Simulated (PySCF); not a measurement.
**Zn (zinc, neutral): UHF calculation**

Configuration: [Ar] 3d10 4s2, closed-shell 1S. Computed with PySCF 2.14 in 6-31G* (5s4p2d1f, 34 functions), with the non-relativistic Hamiltonian (point nucleus).

- Total energy: -1777.481098 hartree
- One-electron energy: -2484.6097 hartree
- Hartree (Coulomb) energy: 776.8408 hartree
- Exchange energy: -69.7122 hartree
- Kinetic energy: 1777.34907 hartree
- ⟨S²⟩: 0.0000
- ⟨L²⟩: 0.000
- Sum of ⟨r⟩: 21.92 bohr
- Sum of ⟨r²⟩: 34.95 bohr²
- Density at the nucleus (Gaussians lack the cusp): 17400 bohr⁻³
- Langevin diamagnetic susceptibility: -27.7 ×10⁻⁶ cm³/mol
- Time after the integrals: 0.11 s of wall time on 1 thread of AMD EPYC 7R43 64-Core Processor (shared host)

```tsv
shell	electrons	mean orbital energy (eV)	rms radius, mean of both spins (bohr)
1s	2	-9612.5	0.0591
2s	2	-1206.2	0.248
2p	6	-1058.4	0.221
3s	2	-152.30	0.742
3p	6	-103.43	0.783
3d	10	-19.743	0.963
4s	2	-7.692	3.20
```
